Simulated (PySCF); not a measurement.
Molecule: `CC/C=C1C=C\1OC`, C7H10O.

Bonds (- single, = double, # triple, : aromatic): C1-C2, C2-C3, C3=C4, C4-C5, C5=C6, C6-O7, O7-C8, C6-C4. C1 carries H9, H10, H11; C2 carries H12, H13; C3 carries H14; C5 carries H15; C8 carries H16, H17, H18. Stereochemistry as in CC/C=C1C=C\1OC.

Frames of a GFN2-xTB Langevin trajectory at 600 K; GIAO PBE0/pcSseg-1 shieldings in PySCF 2.14, gas phase, non-relativistic; equivalent atoms averaged within each frame.

δ = σ(ref) − σ, references computed at the same level: ¹³C (σ = 186.93 ppm), ¹H (σ = 31.72 ppm) vs TMS; ¹⁷O (σ = 336.08 ppm) vs H2O. The references are static minima.

How do the shifts (ppm) fluctuate along the trajectory?

Answers


```tsv
time (fs)	C6	C4	C5	C3	C8	C2	C1	O7	H15	H16/H17/H18
250	175.0	124.1	100.8	81.2	58.6	23.3	15.1	116.3	7.74	4.44
425	163.8	121.3	91.8	86.1	50.8	21.4	21.5	85.8	6.75	3.81
625	157.2	122.8	103.3	69.8	59.8	27.4	15.0	106.5	7.38	3.67
800	156.9	114.6	108.7	78.9	65.8	16.4	10.2	61.5	7.17	4.25
1000	163.5	111.2	103.1	82.1	63.1	31.7	12.7	101.4	7.42	3.84
mean of frames	163.3	118.8	101.5	79.6	59.6	24.1	14.9	94.3	7.29	4.00
standard deviation	7.3	5.6	6.2	6.1	5.7	5.8	4.2	21.4	0.36	0.33
```

5 frames give an uncertainty of the mean of about the standard deviation over 2.2 at best, since frames this close in time may not be independent; classical motion lacks zero-point vibration, and the reference would need the same averaging.
